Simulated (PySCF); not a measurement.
# Worked example: entropy of an ideal gas

B(Cl)(F)(SH) (BClFHS), SMILES FB(S)Cl.

The structure is a stationary point at B3LYP-D3(BJ)/def2-SVP. One conformer was computed; it need not be the lowest.

PySCF with B3LYP-D3(BJ)/def2-SVP gives the harmonic wavenumbers 236, 354, 379, 505, 542, 820, 1008, 1333, 2671 cm⁻¹ and the rotational temperatures 0.3239, 0.1467, 0.1009 K. The molar mass is 98.33 g/mol, the symmetry number 1, the spin multiplicity 1.

Work out the entropy at 298.15 K and 1 atm in the rigid-rotor, harmonic-oscillator model.


Translation (Sackur–Tetrode at 1 atm): S = R[1.5 ln M + 2.5 ln T − 1.16487] = 166.0 J/(mol K).
Rotation: q = (√π/σ) T^1.5/√(θA θB θC) = 132000, S = R[ln q + 3/2] = 110.5 J/(mol K).
Vibration: with u = 1.4388 ν/T, each mode gives R[u/(e^u − 1) − ln(1 − e^−u)]:
```
ν (cm⁻¹)  modes     u  S (J/(mol K))
--------  -----  ----  -------------
236           1  1.14           7.67
354           1  1.71           4.80
379           1  1.83           4.36
505           1  2.44           2.70
542           1  2.62           2.35
820           1  3.96           0.80
1008          1  4.86           0.38
1333          1  6.43           0.10
```
The stiffer modes add less than 0.005 each. Sum 23.2 J/(mol K).
Spin: R ln 1 = 0.0 J/(mol K).
Total 299.6 J/(mol K); the program's own thermochemistry gives 299.6. Translation makes up 55 % and vibration 8 %. Anharmonicity, hindered rotation and orbital degeneracy are left out.
